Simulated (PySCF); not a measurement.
# Working out the excitation energy of F

F [He] 2s2 2p5 (2P) → F [He] 2s1 2p6 (2S). All numbers are calculated (PySCF 2.14, the spin-free X2C one-electron Hamiltonian (Gaussian nucleus), in x2c-TZVPPall (5s3p2d1f, 31 functions)). Frozen: nothing. Energies in hartree (1 hartree = 27.21139 eV):

| part | F (lower) | F (upper) |
| --- | --- | --- |
| UHF | -99.498859 | -98.618382 |
| MP2 opposite-spin | -0.166575 | -0.226181 |
| MP2 same-spin | -0.050112 | -0.062882 |

Q: What does Hartree-Fock give?

A: (-98.618382) − (-99.498859) = 0.880477 hartree = 23.959 eV.

Q: What do MP2 and SCS-MP2 (6/5 opposite-spin, 1/3 same-spin) give?

A: The opposite-spin parts differ by -1.622 eV and the same-spin parts by -0.347 eV. MP2: 23.959 + (-1.622) + (-0.347) = 21.990 eV. SCS-MP2: 23.959 + 1.2 × (-1.622) + (-0.347)/3 = 21.897 eV.

The upper state lies above the first ionisation limit, where it may autoionise and the basis confines it.
